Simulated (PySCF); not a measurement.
A side-by-side comparison of computed properties.

First species: C6H7FO2.
Z-matrix (Å and degrees, GFN2-xTB geometry), rows numbered from 1:
```
F 
C   1  1.3513
O   2  1.3935  1  106.49
C   3  1.3617  2  116.98  1   179.93
C   4  1.3270  3  121.30  2   179.92
C   5  1.5032  4  122.24  3  -179.99
C   6  1.5002  5  109.45  4     0.04
C   7  1.3211  6  122.55  5     0.03
O   4  1.3698  3  113.50  2    -0.03
H   2  1.1013  1  107.62  3   120.35
H   2  1.1013  1  107.62  3  -120.34
H   5  1.0753  4  118.79  3     0.02
H   6  1.0978  5  110.31  4   121.29
H   6  1.0977  5  110.33  4  -121.26
H   7  1.0775  6  117.86  5   179.95
H   8  1.0789  7  124.55  6   179.92
```

Second species: C5H10ClNO.
Bonds: C1–C2, C2–N3, N3–C4, C4–O5 (double), C4–C6, C6–C7, C7–Cl8. Hydrogens: H9, H10, H11 on C1; H12, H13 on C2; H14 on N3; H15, H16 on C6; H17, H18 on C7.

Levels: PBE0/def2-SVPD for dipole moment, HOMO energy, LUMO energy, HOMO–LUMO gap, static isotropic polarisability and electronic spatial extent ⟨r²⟩ about the centre of nuclear charge; TDDFT PBE0/def2-SVPD for lowest singlet excitation; TDA PBE0/def2-SVPD for lowest triplet excitation (Tamm–Dancoff); GFN2-xTB for rotational constant A and rotational constant C. Geometries: GFN2-xTB. All species are isolated and taken at one optimised geometry, non-relativistic unless stated; the electronic structure was computed with PySCF and density fitting.

The conformers computed, where there is a choice (atom-mapped SMILES and torsion angles):
- `[F:1][CH2:2][O:3][C:4]1=[CH:5][CH2:6][CH:7]=[CH:8][O:9]1`: F1–C2–O3–C4 180°, C2–O3–C4–C5 180°
- `[CH3:1][CH2:2][NH:3][C:4](=[O:5])[CH2:6][CH2:7][Cl:8]`: C1–C2–N3–C4 125°, C2–N3–C4–O5 -2°, N3–C4–C6–C7 -82°, C4–C6–C7–Cl8 71°

```tsv
property	column X	column Y
dipole moment	2.85 D	2.38 D
HOMO energy	-6.13 eV	-7.31 eV
LUMO energy	0.00 eV	0.23 eV
HOMO–LUMO gap	6.13 eV	7.54 eV
lowest singlet excitation	4.95 eV	5.74 eV
lowest triplet excitation (Tamm–Dancoff)	3.79 eV	5.21 eV
static isotropic polarisability	77.2 au	86.2 au
electronic spatial extent ⟨r²⟩ about the centre of nuclear charge	1372 bohr²	1497 bohr²
rotational constant A	4.816 GHz	2.451 GHz
rotational constant C	0.779 GHz	0.773 GHz
```

(1) Which column belongs to which species?

(2) How does each property change from the first species to the second?

Results:

(1) Column X is the first species and column Y the second. The first has 16 atoms and 68 electrons, the second 18 and 72.

(2) dipole moment -0.47 D; HOMO energy -1.18 eV; LUMO energy +0.23 eV; HOMO–LUMO gap +1.41 eV; lowest singlet excitation +0.79 eV; lowest triplet excitation (Tamm–Dancoff) +1.42 eV; static isotropic polarisability +9.0 au; electronic spatial extent ⟨r²⟩ about the centre of nuclear charge +125 bohr²; rotational constant A -2.365 GHz; rotational constant C -0.006 GHz.

On the first: In atomic units the dipole is 1.12 e·bohr (1 au = 2.5417 D). The vertical singlet–triplet gap S1 − T1 is 1.16 eV (TDDFT singlet less Tamm–Dancoff triplet; S1: HOMO→LUMO, weight 0.99; T1: HOMO→LUMO, weight 0.85).

On the second: S1 lies 1.80 eV below the HOMO–LUMO gap; its leading configuration is HOMO→LUMO, weight 0.33, beside HOMO−1→LUMO, weight 0.25. The principal polarisabilities are 71.6, 88.5 and 98.6 au; their mean is the isotropic value.
